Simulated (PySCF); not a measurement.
Computed IR spectrum (relative IR intensity) of a molecule C2H6BF2N. Geometry optimised at PBE-D3(BJ)/def2-SVP. The values are those of a single conformer. Level of theory: PBE-D3(BJ)/def2-SVP (PySCF 2.14.0). Harmonic, unscaled wavenumbers; measured fundamentals usually lie a few per cent lower.

Lines under 2 % of the strongest are left out, and lines within 2 cm⁻¹ are merged.

ν (cm⁻¹): 462 (vw), 630 (w), 1189 (m), 1234 (vw), 1358 (m), 1397 (m), 1400 (w), 1419 (w), 1423 (w), 1425 (vw), 1563 (vs), 2927 (w), 2933 (m), 2984 (m), 3093 (vw) (against the strongest line: vs over 80 %, s over 45 %, m over 15 %, w over 4 %, vw less)

Q: Which structure fits?
(A) CN(C)B(F)F
(B) CB(N)C(F)F
(C) NB(CF)CF
(D) CCNB(F)F

A: A, CN(C)B(F)F
